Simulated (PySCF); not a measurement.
## C₆ coefficients of unlike pairs at PBEsol

Calculated with PySCF 2.14 from the dipole response of each species, C₆(A,B) = (3/π) ∫ α_A(iu) α_B(iu) du, in atomic units, from isotropic polarisabilities. For ions this is the dispersion term alone; charge-induced terms of lower order in 1/R come first.

```
species                configuration                                        basis      relativity  α (bohr³)  C₆ (like pair)
   Bi²⁺  [Xe] 4f14 5d10 6s2 6p1 (2P)  aug-cc-pwCVTZ-PP with ECP60MDF (8s7p6d4f1g)  core potential      15.92           118.1
    Al⁺                [Ne] 3s2 (1S)                     aug-cc-pwCVTZ (8s7p5d3f)            none      24.10           121.4
   Mo²⁺                [Kr] 4d4 (5D)      aug-cc-pVDZ-PP with ECP28MDF (5s5p4d2f)  core potential      10.72           57.73
```

Question: Estimate C₆ for Al⁺ with Bi²⁺.

Answer: The integral gives 109.5. The combination rule 2 C_A C_B / (C_A α_B/α_A + C_B α_A/α_B) gives 110.7 and the geometric mean 119.7.

No spin-orbit coupling is included.

The other pairs:

| pair | C₆ |
| --- | --- |
| Mo²⁺, Bi²⁺ | 82.42 |
| Mo²⁺, Al⁺ | 75.14 |
